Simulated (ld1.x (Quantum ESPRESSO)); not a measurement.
**Varying the TM potential for Mg (Z = 12)**

Base potential:

* Element: Mg
* Generator: ld1.x (Quantum ESPRESSO) 7.5
* Type: norm-conserving Troullier–Martins (Kleinman–Bylander form)
* Functional: BP86
* Relativity: non-relativistic
* Frozen core: [He]
* Valence charge: 10
* Reference configuration: 2s2 2p6 3s1.75 3p0 (charge +0.25)
* Partial waves: 2p (bound): rc 0.55 bohr; 2s (bound): rc 0.80 bohr
* Local potential: the s channel
* Core correction: none

Occupied shells without a wave of their own: 3s. They enter only through the test configuration that unscreens the potential.

All-electron outer shells of the reference configuration (BP86, non-relativistic, ld1.x):

```csv
shell,level (eV),outermost node (bohr),outermost maximum (bohr)
2s,-81.74,0.18,0.55
2p,-48.85,–,0.48
3s,-6.39,0.90,2.50
3p,-2.73,0.95,3.29
```

Cutoffs, loose and tight: the cutoffs (Ry, on a coarse ladder) from which the occupation-weighted sum of valence levels, in a spherical-Bessel basis at the reference potential, stays within 10 and 1 mRy of its value at 400 Ry. They do not see the model core or the augmentation charge, which bear on the density cutoff. Test errors are all-electron minus pseudo excitation energies from the reference, over the configurations 2s2 2p6 3s2 3p0; 2s2 2p6 3s1 3p0; 2s2 2p6 3s0 3p0; 2s2 2p6 3s1 3p1; 2s2 2p6 3s0 3p2; 2s1 2p6 3s2 3p0; 2s2 2p5 3s2 3p0. A dash means not determined; rows that change the core or the reference have their own tests.

Cutoffs are not given where the Bessel-basis levels miss the radial ones by over 6 mRy, ghosts where they miss by over 20 mRy; a channel whose overlap is not positive is not tested.

| change | outcome | cutoff, loose | cutoff, tight | bound ghosts | largest test error (meV) |
| --- | --- | --- | --- | --- | --- |
| base | generated | over 300 Ry | over 300 Ry | none | -144 |
| all radii scaled by about 0.76 (s 0.60, p 0.42 bohr) | generated | – | – | not determined | -35 |
| all radii scaled by about 0.87 (s 0.70, p 0.48 bohr) | generated | over 300 Ry | over 300 Ry | none | -75 |
| all radii scaled by about 0.95 (s 0.76, p 0.52 bohr) | generated | over 300 Ry | over 300 Ry | none | -112 |
| all radii scaled by about 1.13 (s 0.90, p 0.62 bohr) | generated | over 300 Ry | over 300 Ry | none | -258 |
| all radii scaled by about 1.21 (s 0.98, p 0.66 bohr) | generated | 300 Ry | over 300 Ry | none | -382 |
| all radii scaled by about 1.30 (s 1.04, p 0.72 bohr) | generated | 260 Ry | over 300 Ry | none | -452 |
| all radii scaled by about 1.35 (s 1.08, p 0.74 bohr) | generated, misses its reference levels by 0.16 eV | 260 Ry | over 300 Ry | none | -488 |

Reading the sweep of the scale of all radii (base = 1) (base included, trends over the rows without a ghost): The median size of the test errors (rows with all tests solved) rises from 42.0 meV at 0.87 to 152.5 meV at 1.35. More of the atom is replaced by a form fitted at one configuration, so other configurations suffer as the radius grows.
